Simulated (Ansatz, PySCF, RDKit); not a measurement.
Dimer: H2S (SMILES S) (first 3 atoms) with H2Se (SMILES [SeH2]); geometry from B3LYP-D3(BJ)/def2-TZVP, rigid monomers moved along the line of their centres of mass till S1···Se4 is 3.32 Å.
(charge 0, multiplicity 1):
```xyz
6

S     -0.2334    -0.2309    -0.0826
H      0.5821     0.8166     0.1179
H     -1.3017     0.4332     0.3868
Se     0.1399     0.1256     3.1929
H      0.3569    -0.1042     4.6316
H      0.3504    -1.2936     2.8843
```

Monomers are frozen at their geometry in the pair; levels with a basis set take the counterpoise correction. Rows marked so take none. RDKit's UFF carries no charges.

Rows in 6-31G* carry no dispersion term and start afresh at each structure (6-31G* with six Cartesian d functions); the Pople sets are all-electron and without relativity. MP2/6-31G* freezes PySCF's default core, which leaves 3d correlated.

Run with Ansatz (Gaussian orbitals); PySCF for 6-31G* rows, the dispersion terms; RDKit for the force fields. 

### Question
One of these levels gives 1.46 kcal/mol for the interaction energy. Which one is it?
(A) UFF
(B) PBE0-D4/def2-TZVPPD
(C) MP2/6-31G* (no counterpoise)
(D) wB97X-V/def2-TZVPPD

### Answer
A, UFF. The others give -0.93 (PBE0-D4/def2-TZVPPD), -0.38 (wB97X-V/def2-TZVPPD), 0.35 (MP2/6-31G* (no counterpoise))

Ansatz is an electronic-structure program.
